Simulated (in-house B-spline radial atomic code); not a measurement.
Ga II (Ga+) is squeezed into an impenetrable sphere of radius R (the orbitals vanish at R). Caution: exact exchange at fractional occupations of open shells leaves self-interaction of up to several eV. Method: non-relativistic PBE0, spin-polarised, spherical fractional occupations, point nucleus. Calculated with a radial B-spline atomic code at the basis-set limit.

Energies in eV above the free ion in [Ar] 3d10 4s2:

```csv
R (bohr),highest level (eV),[Ar] 3d10 4s2,[Ar] 3d10 4s1 4p1,[Ne] 3s2 3p5 3d10 4s2 4d1,-dE/dV in [Ar] 3d10 4s2 (GPa)
7.06,-16.9,0.0157,6.432,115.8,0.0502
5.83,-16.7,0.1444,6.748,117.2,0.641
5.27,-16.5,0.3807,7.192,118.5,2.02
4.05,-14.5,2.937,10.88,126.1,25.6
3.36,-10.4,9.364,18.84,139.5,123
3.11,-7.55,14.47,24.82,148.9,227
2.73,-0.0494,28.88,41.07,173,627
2.17,27.2,89.39,106,262,3570
1.84,67.5,192.6,213,399.6,12200
1.52,155,453.9,477.4,724.2,48900
```

Problem. Does [Ar] 3d10 4s1 4p1 fall below [Ar] 3d10 4s2 under compression?

Solution. No, it stays above over the whole range.

Problem. Does [Ne] 3s2 3p5 3d10 4s2 4d1 fall below [Ar] 3d10 4s2 under compression?

Solution. No, it stays above over the whole range.

The highest level is first positive in the row R = 2.17 bohr, pushed up by confinement above the zero of the free ion's potential. Each configuration is held fixed and needn't be the lowest in the sphere.
